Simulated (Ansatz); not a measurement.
Ansatz (an electronic-structure program) input (B3LYP/def2-TZVPD):

Ansatz 0.2 input:
```yaml
crystal:
  periodic: [false, false, false]
  atoms:
    - {symbol: Si, position_ang: [0.02996385, -0.00070535, 0.00895601]}
    - {symbol: C, position_ang: [1.58871561, -0.78869685, -0.59679367]}
    - {symbol: C, position_ang: [-1.15720878, 0.15694704, -1.43240562]}
    - {symbol: N, position_ang: [-0.84067727, -0.87512610, 1.22006521]}
    - {symbol: N, position_ang: [0.52359982, 1.45402214, 0.78489300]}
    - {symbol: H, position_ang: [2.53600558, -0.70814600, -0.07239243]}
    - {symbol: H, position_ang: [1.61703824, -1.44919101, -1.45787244]}
    - {symbol: H, position_ang: [-2.08074869, 0.65295379, -1.12611190]}
    - {symbol: H, position_ang: [-1.42172787, -0.82114243, -1.84405656]}
    - {symbol: H, position_ang: [-0.71074863, 0.74266426, -2.23872344]}
    - {symbol: H, position_ang: [-1.48185400, -1.60591968, 0.95343400]}
    - {symbol: H, position_ang: [-0.39453765, -1.08861624, 2.09926208]}
    - {symbol: H, position_ang: [-0.14483047, 2.02811472, 1.27402780]}
    - {symbol: H, position_ang: [1.29241099, 1.99738414, 0.42753682]}
basis:
  gaussian:
    orbitals: def2-TZVPD
hamiltonian:
  xc: {name: B3LYP}
magnetization: {spin_polarized: true, initial_magnetization: 1}
output: {forces: true}
```

End of the output:

```
integrals: 0.23 GiB planned
1454 factors; their error is unknown
mean field: 2.55 GiB planned
mean field evaluation 1: about -13062.0676 eV, gradient 7.2e1 eV
mean field evaluation 2: about -13035.5756 eV, gradient 9.9e1 eV
mean field evaluation 4: about -13082.2906 eV, gradient 6.6e0 eV
mean field evaluation 8: about -13082.4870 eV, gradient 1.8e-1 eV
mean field evaluation 16: about -13082.4746 eV, gradient 5.5e-4 eV
mean field -13082.47461924 eV, -480.7720746373 hartree, gradient 9.2e-6 eV, S^2 0.753692; 0 other end points of the search recorded, 0 dependent functions left out
the calculation of the forces begins
reference -13082.47494615 eV, -480.7720866511 hartree; 25, 24 occupied and 247, 248 virtual orbitals, 1454 factors
Total energy: -13082.47494615 eV, -480.7720866511 hartree
Atom 0 at     0.029964    -0.000705     0.008956 Å, force     0.000303    -0.016068    -0.055796 eV/Å
Atom 1 at     1.588716    -0.788697    -0.596794 Å, force     0.036734    -0.022278    -0.002569 eV/Å
Atom 2 at    -1.157209     0.156947    -1.432406 Å, force    -0.020956     0.010386    -0.021758 eV/Å
Atom 3 at    -0.840677    -0.875126     1.220065 Å, force    -0.010056    -0.011365     0.031324 eV/Å
Atom 4 at     0.523600     1.454022     0.784893 Å, force     0.006005     0.024074     0.025132 eV/Å
Atom 5 at     2.536006    -0.708146    -0.072392 Å, force     0.018963    -0.005798    -0.002498 eV/Å
Atom 6 at     1.617038    -1.449191    -1.457872 Å, force     0.012716    -0.009259    -0.008245 eV/Å
Atom 7 at    -2.080749     0.652954    -1.126112 Å, force    -0.014048     0.005507    -0.011251 eV/Å
Atom 8 at    -1.421728    -0.821142    -1.844057 Å, force    -0.009420    -0.002707    -0.010894 eV/Å
Atom 9 at    -0.710749     0.742664    -2.238723 Å, force    -0.008106     0.005120    -0.014380 eV/Å
Atom 10 at    -1.481854    -1.605920     0.953434 Å, force    -0.015716    -0.023415     0.019280 eV/Å
Atom 11 at    -0.394538    -1.088616     2.099262 Å, force    -0.011125    -0.021401     0.028937 eV/Å
Atom 12 at    -0.144830     2.028115     1.274028 Å, force     0.003681     0.035171     0.015337 eV/Å
Atom 13 at     1.292411     1.997384     0.427537 Å, force     0.011025     0.032033     0.007382 eV/Å
Dipole moment:    -0.005369    -0.015654     0.004216 e Å
```

It need not be the lowest isomer of its formula.
